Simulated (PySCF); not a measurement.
Computed with PBE0-D4/def2-TZVP run with PySCF. Gas-phase values, no solvent. One relaxed conformer stands for a flexible species; it need not be the lowest. Delta-SCF ions had no search for a lower state. Excitations are Tamm–Dancoff values on a coarser integration grid. The basis has no diffuse functions, so Rydberg states are missing or too high.

Reference species (SMILES): `BCOC` (neutral, multiplicity 1).

The vertical ionisation energy (Delta-SCF) is 9.87 eV and the T1 excitation (TDA) is 4.76 eV.

Changed species: `B[C@@H](C)O`.

What does the change do to the vertical ionisation energy (Delta-SCF) and T1 excitation (TDA)?

the vertical ionisation energy (Delta-SCF) rises by 0.29 eV, to 10.16 eV; the T1 excitation (TDA) decreases by 0.42 eV, to 4.34 eV.
